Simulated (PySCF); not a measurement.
## Se⁺ (selenium, charge +1): UHF calculation

Configuration: [Ar] 3d10 4s2 4p3, high-spin 4S determinant. All numbers are calculated (PySCF 2.14, the spin-free X2C one-electron Hamiltonian (Gaussian nucleus), in x2c-QZVPPall).

| Item | Value |
| --- | --- |
| Total energy | -2427.833899 hartree |
| One-electron energy | -3366.7932 hartree |
| Hartree (Coulomb) energy | 1025.6655 hartree |
| Exchange energy | -86.7062 hartree |
| ⟨S²⟩ | 3.7510 |
| ⟨L²⟩ | 0.000 |
| Sum of ⟨r⟩ | 22.30 bohr |
| Sum of ⟨r²⟩ | 30.86 bohr² |
| Langevin diamagnetic susceptibility | -24.4 ×10⁻⁶ cm³/mol |

| shell | electrons | mean orbital energy (hartree) | rms radius, mean of both spins (bohr) |
| --- | --- | --- | --- |
| 1s α | 1 | -468.48394 | 0.0508 |
| 1s β | 1 | -468.47143 | 0.0508 |
| 2s α | 1 | -62.72420 | 0.212 |
| 2s β | 1 | -62.71814 | 0.212 |
| 2p α | 3 | -55.04096 | 0.189 |
| 2p β | 3 | -55.02703 | 0.189 |
| 3s α | 1 | -9.60521 | 0.612 |
| 3s β | 1 | -9.58292 | 0.612 |
| 3p α | 3 | -7.11590 | 0.636 |
| 3p β | 3 | -7.08527 | 0.636 |
| 3d α | 5 | -2.98132 | 0.695 |
| 3d β | 5 | -2.96584 | 0.695 |
| 4s α | 1 | -1.34668 | 1.90 |
| 4s β | 1 | -1.03661 | 1.90 |
| 4p α | 3 | -0.78745 | 2.26 |

Densities and radii are taken from the X2C orbitals without a picture-change correction, which distorts them close to the nucleus.

Spin-orbit constants ζ (cm⁻¹) from the X2C one-electron operator on these orbitals: bare nucleus, nucleus screened by l(l+1)(2l+1)/3 electrons, and screened by the Breit-Pauli mean field of the electrons.

```
shell    bare  screened nucleus  mean field
   2p  231600            218000         n/a
   3p   32560             30650         n/a
   3d    3891              2747         n/a
   4p    2222              2092         n/a
```
